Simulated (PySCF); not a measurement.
C₃H₉FSi. Atoms are numbered in the order given.

```xyz
14

C     -1.5494     0.8946    -0.5282
Si     0.0000     0.0000     0.0226
C      1.5494     0.8946    -0.5282
C      0.0000    -1.7891    -0.5282
F      0.0000     0.0000     1.6672
H     -1.6122     0.9308    -1.6286
H     -2.4537     0.3875    -0.1547
H     -1.5625     1.9312    -0.1547
H      2.4537     0.3875    -0.1547
H      1.6122     0.9308    -1.6286
H      1.5625     1.9312    -0.1547
H      0.0000    -1.8616    -1.6286
H     -0.8912    -2.3188    -0.1547
H      0.8912    -2.3188    -0.1547
```

The structure is a stationary point at B3LYP-D3(BJ)/def2-SVP.

Computed with SMD-B3LYP/def2-SVP run with PySCF.

Solvation free energies are E(SMD) − E(gas) at the gas-phase geometry, for 1 M in both phases. In vacuum the dipole moment is 1.89 D.

Estimate the solvation free energies in water, chloroform, acetonitrile. (The exact figures need the calculation; the answer reports its results.)


```csv
solvent,ΔG(solv) (kcal/mol),its non-electrostatic (CDS) part,dipole (D)
water,1.5,5.0,2.39
chloroform,-2.7,-0.2,2.23
acetonitrile,-2.5,0.9,2.38
```
